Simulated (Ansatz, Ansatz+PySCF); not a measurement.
```xyz
4

S    -0.0091    0.0029    0.0052
O     1.1223   -0.8239   -0.0409
O    -0.2935    0.7379    1.1648
O    -0.8561    0.0947   -1.1083
```

Basis set: def2-SVP (spherical functions). Frozen core: 8 orbitals. Charge 0, multiplicity 3.

Computed with Ansatz (development build ahead of 0.2.0); each method stands on the lowest determinant of its kind that the runs found.

(1) Give the atomization energy at this shape (free ground-state atoms in the same class of orbitals less the molecule, no zero-point energy) of triplet SO₃ by UHF-MP2, UHF.

## Answers

(1)

```
 method  atomization energy
UHF-MP2        551.3 kJ/mol
    UHF       -122.1 kJ/mol
```

Caution: another spin multiplicity may lie lower; the determinant breaks the point group; the shape is not the minimum. Caution for UHF-MP2: MP2 forces lie far from those of the mean fields. Caution for UHF: the molecule lies well above its atoms at this level.
